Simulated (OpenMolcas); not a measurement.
# OpenMolcas run: Os VII

Input:

```
&GATEWAY
Coord
1

Os 0.0 0.0 0.0
Basis=ANO-RCC-VTZP
Group=XYZ
NoMove
AngMom=0.0 0.0 0.0
AMFI
&SEWARD
* reference wave functions (RASSCF and RASSI steps not shown): 2 electrons in 5 orbitals (5d)
>>> COPY JOB001 $Project.JobIph
&CASPT2
Multistate=10 1 2 3 4 5 6 7 8 9 10
Frozen=14 16
IPEA=0.25
Sig2=0.3
MaxIter=60
WThr=0.0 0.3 0.05
PrWF=0.5
NoMix
>>> COPY JOB002 $Project.JobIph
&CASPT2
Multistate=15 1 2 3 4 5 6 7 8 9 10 11 12 13 14 15
Frozen=14 16
IPEA=0.25
Sig2=0.3
MaxIter=60
WThr=0.0 0.3 0.05
PrWF=0.5
NoMix
```

Launched by
```bash
OMP_NUM_THREADS=1 MOLCAS_MEM=1689 MOLCAS_PROJECT=a pymolcas a.inp > a.log  # once for each step of the input, in one work folder
```

Output, cut to the results:

```
--- CASPT2 ---
Orbital specifications:
      -----------------------

      Symmetry species                           1   2
                                                ag  au
      Frozen orbitals                           14  16
      Inactive orbitals                          1   3
      Active orbitals                            5   0
      Secondary orbitals                        31  34
      Deleted orbitals                           0   0
      Number of basis functions                 51  53
Type of calculation                        MS-CASPT2
      Fock operator                              state-specific
      IPEA shift                                 0.25
      Real shift                                 0.00
      Imaginary shift                            0.00
      Sigma^2 regularizer                        0.30
      The input orbitals will be transformed to quasi-canonical
Reference energy:      -17229.7090793376
      E2 (Non-variational):      -0.2193325734
      Shift correction:           0.0000000058
      E2 (Variational):          -0.2193325676
      Total energy:          -17229.9284119053
      Residual norm:              0.0000001320
      Reference weight:           0.96992
      Contributions to the CASPT2 correlation energy
      Active & Virtual Only:         -0.0041771321
      One Inactive Excited:          -0.0790670866
      Two Inactive Excited:          -0.1360883548
Reference energy:      -17229.7090793376
      E2 (Non-variational):      -0.2186758427
      Shift correction:           0.0000000049
      E2 (Variational):          -0.2186758378
      Total energy:          -17229.9277551755
      Residual norm:              0.0000001192
      Reference weight:           0.97016
      Contributions to the CASPT2 correlation energy
      Active & Virtual Only:         -0.0041021568
      One Inactive Excited:          -0.0786797148
      Two Inactive Excited:          -0.1358939712
::    CASPT2 Root  1     Total energy: -17229.92841191
::    CASPT2 Root  2     Total energy: -17229.92775518
::    CASPT2 Root  3     Total energy: -17229.92757874
::    CASPT2 Root  4     Total energy: -17229.92766338
::    CASPT2 Root  5     Total energy: -17229.92816560
::    CASPT2 Root  6     Total energy: -17229.92844859
::    CASPT2 Root  7     Total energy: -17229.92743995
::    CASPT2 Root  8     Total energy: -17229.87159039
::    CASPT2 Root  9     Total energy: -17229.87159040
::    CASPT2 Root 10     Total energy: -17229.87159039
::    MS-CASPT2 Root  1     Total energy: -17229.92877795
::    MS-CASPT2 Root  2     Total energy: -17229.92858018
::    MS-CASPT2 Root  3     Total energy: -17229.92845810
::    MS-CASPT2 Root  4     Total energy: -17229.92792287
::    MS-CASPT2 Root  5     Total energy: -17229.92757608
::    MS-CASPT2 Root  6     Total energy: -17229.92710516
::    MS-CASPT2 Root  7     Total energy: -17229.92705296
::    MS-CASPT2 Root  8     Total energy: -17229.87158810
::    MS-CASPT2 Root  9     Total energy: -17229.87158775
::    MS-CASPT2 Root 10     Total energy: -17229.87158537
--- CASPT2 ---
Orbital specifications:
      -----------------------

      Symmetry species                           1   2
                                                ag  au
      Frozen orbitals                           14  16
      Inactive orbitals                          1   3
      Active orbitals                            5   0
      Secondary orbitals                        31  34
      Deleted orbitals                           0   0
      Number of basis functions                 51  53
Type of calculation                        MS-CASPT2
      Fock operator                              state-specific
      IPEA shift                                 0.25
      Real shift                                 0.00
      Imaginary shift                            0.00
      Sigma^2 regularizer                        0.30
      The input orbitals will be transformed to quasi-canonical
Reference energy:      -17229.6528086074
      E2 (Non-variational):      -0.2316787481
      Shift correction:          -0.0000487254
      E2 (Variational):          -0.2317274735
      Total energy:          -17229.8845360809
      Residual norm:              0.0000004557
      Reference weight:           0.96325
      Contributions to the CASPT2 correlation energy
      Active & Virtual Only:         -0.0149109928
      One Inactive Excited:          -0.0761294544
      Two Inactive Excited:          -0.1406383009
Reference energy:      -17229.6528086074
      E2 (Non-variational):      -0.2316621313
      Shift correction:          -0.0000487259
      E2 (Variational):          -0.2317108572
      Total energy:          -17229.8845194646
      Residual norm:              0.0000004605
      Reference weight:           0.96325
      Contributions to the CASPT2 correlation energy
      Active & Virtual Only:         -0.0149110488
      One Inactive Excited:          -0.0761301281
      Two Inactive Excited:          -0.1406209544
::    CASPT2 Root  1     Total energy: -17229.88453608
::    CASPT2 Root  2     Total energy: -17229.88451946
::    CASPT2 Root  3     Total energy: -17229.88450428
::    CASPT2 Root  4     Total energy: -17229.88450454
::    CASPT2 Root  5     Total energy: -17229.88453248
::    CASPT2 Root  6     Total energy: -17229.85111819
::    CASPT2 Root  7     Total energy: -17229.85053352
::    CASPT2 Root  8     Total energy: -17229.85171515
::    CASPT2 Root  9     Total energy: -17229.85286200
::    CASPT2 Root 10     Total energy: -17229.85283135
::    CASPT2 Root 11     Total energy: -17229.85213599
::    CASPT2 Root 12     Total energy: -17229.85185169
::    CASPT2 Root 13     Total energy: -17229.85201171
::    CASPT2 Root 14     Total energy: -17229.85174238
::    CASPT2 Root 15     Total energy: -17229.73930064
::    MS-CASPT2 Root  1     Total energy: -17229.88456615
::    MS-CASPT2 Root  2     Total energy: -17229.88454339
...
```

Levels above the lowest, from the spin-orbit matrix with the single-state CASPT2 energies, averaged by term, on its diagonal:

```csv
Configuration,Term,J,E (cm⁻¹),Measured (cm⁻¹),g,Term weight %,Second
5d²,³F,2,0.0,0.0,0.714,87,12 ¹D
5d²,³F,3,10610,10308,1.084,100,
5d²,³P,0,16390,15837,,90,10 ¹S
5d²,³F,4,18530,,1.209,83,17 ¹G
5d²,¹D,2,19810,,1.161,50,39 ³P
5d²,³P,1,22980,22098,1.501,100,
5d²,¹G,4,32120,31274,1.042,83,17 ³F
5d²,³P,2,33910,33127,1.291,60,38 ¹D
5d²,¹S,0,58600,57710,,90,10 ³P
```

Against the 6 measured excited levels shown (van het Hof, Joshi, Wyart and Sugar, J. Res. Natl. Inst. Stand. Technol. 100, 687 (1995)) the mean absolute deviation is 710 cm-1; the largest miss in energy is 5d² ¹S₀: computed 58600, measured 57710 cm⁻¹ (+1.5 %), and the largest in proportion 5d² ³P₁ (+4.0 %).

Term energies are means over components that CASPT2 splits; among the terms shown or strongly mixed into the levels shown the widest spread is 510 cm-1 (5d² ¹G). Measured partners are found by configuration, term and J. A level has none where our copy of the source lacks it or the pairing is in doubt (some pairs that miss far off the trend of their configuration count as doubtful), and it then counts in no deviation. Only configurations of the active space appear.

The CASPT2 steps took 9.3 s on 1 thread of Arm Neoverse V1 (shared host); the integral step is not counted.

The term weight is that of the spin-free term in the level, not the purity of its configuration.
